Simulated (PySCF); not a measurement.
AlI3 (SMILES [I][Al]([I])[I]), singlet, geometry from GFN2-xTB (such geometries of metal compounds can be far from the true shape) (core potentials on I). Base run: DF-CAMB3LYP/def2-SVP in PySCF.

Input for PySCF:
```python
from pyscf import gto, scf, dft

mol = gto.Mole()
mol.atom = '''
    Al   -0.00000000   -0.00000000   -0.00000000
    I    -2.05711704   -1.44131268   -0.05276184
    I     0.00659413    2.22306763   -1.17039456
    I     2.05052292   -0.78175495    1.22315640
'''
mol.basis = 'def2-svp'
mol.ecp = {'I': 'def2-svp'}
mol.verbose = 4
mol.build()

mf = dft.RKS(mol)
mf.xc = 'camb3lyp'
mf = mf.density_fit(auxbasis='def2-universal-jkfit')
mf.kernel()
```

Variants of this job, named by their change:

```json
[
 {"change": "base", "basis functions": "96", "E (Eh)": "-1135.63974", "HOMO (eV)": "-8.89", "HOMO-LUMO gap (eV)": "7.56", "core-seconds (rough)": "10"},
 {"change": "basis = LANL2DZ", "basis functions": "32", "E (Eh)": "-36.20470", "HOMO (eV)": "-9.22", "HOMO-LUMO gap (eV)": "7.43", "core-seconds (rough)": "2"},
 {"change": "basis = def2-SV(P)", "basis functions": "96", "E (Eh)": "-1135.63974", "HOMO (eV)": "-8.89", "HOMO-LUMO gap (eV)": "7.56", "core-seconds (rough)": "10"},
 {"change": "basis = def2-SVPD", "basis functions": "129", "E (Eh)": "-1135.64525", "HOMO (eV)": "-8.95", "HOMO-LUMO gap (eV)": "7.42", "core-seconds (rough)": "10"},
 {"change": "basis = def2-TZVP", "basis functions": "187", "E (Eh)": "-1135.75772", "HOMO (eV)": "-8.97", "HOMO-LUMO gap (eV)": "7.56", "core-seconds (rough)": "20"},
 {"change": "basis = def2-TZVPP", "basis functions": "192", "E (Eh)": "-1135.75786", "HOMO (eV)": "-8.97", "HOMO-LUMO gap (eV)": "7.56", "core-seconds (rough)": "20"},
 {"change": "basis = def2-TZVPD", "basis functions": "220", "E (Eh)": "-1135.75808", "HOMO (eV)": "-8.97", "HOMO-LUMO gap (eV)": "7.51", "core-seconds (rough)": "30"}
]
```

Totals compare only among sets that treat the same electrons; sets with core potentials leave the core out.
